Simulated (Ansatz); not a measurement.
Cost and result for the atomization energy of `[SiH3]O[B]S` radical (8 atoms, 7 bonds).

Z-matrix (Å, degrees):
```
Si
O 1 1.664
H 1 1.479 2 106.1
H 1 1.482 2 109.6 3 -119.5
H 1 1.482 2 109.5 3 119.4
B 2 1.334 1 130.9 3 178.4
S 6 1.796 2 123.3 1 179.8
H 7 1.341 6 95.3 2 179.9
```

Charge 0, multiplicity 2. The structure was optimised at the PBE0-D4/def2-TZVP level. It is one conformer, not always the lowest. Program: Ansatz. All runs use 4 threads of a server CPU on a shared host. Times are those of one run each, without the atoms' runs, and a repeat can differ threefold. Electronic energies, without spin–orbit coupling; frozen cores. CCSD(T)/CBS adds CCSD(T) − MP2 in def2-TZVPP to the MP2 limit, and its time is that of the two runs behind it. T1 = 0.016; ⟨S²⟩ of the reference is 0.76. B3LYP takes the VWN-RPA correlation (the form of Gaussian; ORCA's B3LYP/G). HSE06 is the plane-wave form, built on full-range PBE exchange.

CCSD(T)/CBS is a level of theory with its own doubt, some kJ/mol a heavy atom from the limit and from the frozen cores, so smaller differences don't rank the functionals.

```csv
level,functions,wall time,atomization (kJ/mol),difference from CCSD(T)/CBS,per bond
LDA (SPW92)/def2-TZVPP,202,1.8 s,3079.0,379.9,54.3
PBE-D4/def2-TZVPP (with forces),202,2.6 s,2736.3,37.2,5.3
HSE06-D4/def2-TZVPP,202,3.6 s,2696.9,-2.2,-0.3
BHLYP-D4/def2-TZVPP,202,3.6 s,2640.7,-58.4,-8.3
B3LYP-D4/def2-TZVPP (with forces),202,3.7 s,2706.1,7.0,1.0
CAM-B3LYP-D4/def2-TZVPP,202,3.9 s,2719.8,20.7,2.9
CCSD(T)/def2-SVP,84,4.3 s,2521.9,-177.2,-25.3
PBE-QIDH/def2-TZVPP,202,4.5 s,2682.5,-16.6,-2.4
B2PLYP/def2-TZVPP,202,5 s,2676.3,-22.8,-3.3
B97M-V/def2-TZVPP,202,9 s,2732.6,33.5,4.8
MP2/def2-QZVPP,374,15 s,2720.5,21.4,3.1
CCSD(T)/def2-TZVPP,202,2.6 min,2623.9,-75.2,-10.7
CCSD(T)/CBS(def2),–,2.8 min,2699.1,0.0,0.0
```

At CCSD(T), def2-SVP lies −177.3 kJ/mol from the extrapolated value and def2-TZVPP −75.2 kJ/mol: correlation converges slowly with the basis, and small sets miss more of it in the bonded molecule than in its fragments. From PBE to PBE0 (25 % exact exchange), in def2-TZVPP and without D4, the atomization energy moves by −38.9 kJ/mol: exact exchange takes away binding that semilocal exchange gives to molecules. The D4 term adds +26.3 kJ/mol with B3LYP and +13.7 kJ/mol with PBE0; it sums over pairs of atoms, weighted by their polarisabilities, and B3LYP, whose exchange is more repulsive, gets the larger term.
